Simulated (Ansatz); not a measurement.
Calculated with Ansatz (gas phase, PBE0-D4/def2-TZVP geometries, no zero-point term in ΔE). CBS: MP2 limit from def2 TZ/QZ plus the TZ coupled-cluster correction, frozen cores. DFT in def2-TZVPP. For Ge outer-core shells are correlated without core-valence functions, which leaves a few kJ/mol of doubt a bond. Scalar relativity is left out up to krypton. Each species was taken in one conformer, which may not be the lowest.

Consider the redistribution: `[NH2][GeH2][SiH2]O` + `CC#[C][GeH3]` → `CC#[C][GeH2][NH2]` + `O[SiH2][GeH3]`.

```json
{"level": "ωB97X-V", "ΔE (kcal/mol)": "-0.9"}
{"level": "ωB97M-V", "ΔE (kcal/mol)": "-0.6"}
{"level": "PBE", "ΔE (kcal/mol)": "0.2"}
{"level": "r2SCAN", "ΔE (kcal/mol)": "-0.5"}
{"level": "CCSD/def2-TZVPP", "ΔE (kcal/mol)": "-1.9"}
{"level": "CCSD(T)/def2-TZVPP", "ΔE (kcal/mol)": "-1.3"}
{"level": "HF/CBS(def2)", "ΔE (kcal/mol)": "-4.7"}
{"level": "CCSD/CBS(def2)", "ΔE (kcal/mol)": "-1.6"}
```

What does CCSD(T)/CBS give? (An estimate is asked.)

Ansatz gave: -1.0 kcal/mol. The listed levels differ from it by 0.1, 0.4, 1.2, 0.5, -0.9, -0.3, -3.7, -0.6 kcal/mol.

Largest T1 diagnostic among the species: 0.012.

The D4 term adds +0.8 kcal/mol with B3LYP and +0.4 kcal/mol with PBE0; it sums over pairs of atoms, weighted by their polarisabilities, and B3LYP, whose exchange is more repulsive, gets the larger term. From PBE to PBE0 (25 % exact exchange), in def2-TZVPP and without D4, ΔE moves by −0.9 kcal/mol. In def2-TZVPP, CCSD(T) changes the Hartree–Fock value by +3.2 kcal/mol (the triples alone add +0.6 kcal/mol) and MP2 by +3.3 kcal/mol.

B3LYP here is the variant with VWN-RPA as its local correlation; programs differ in this.
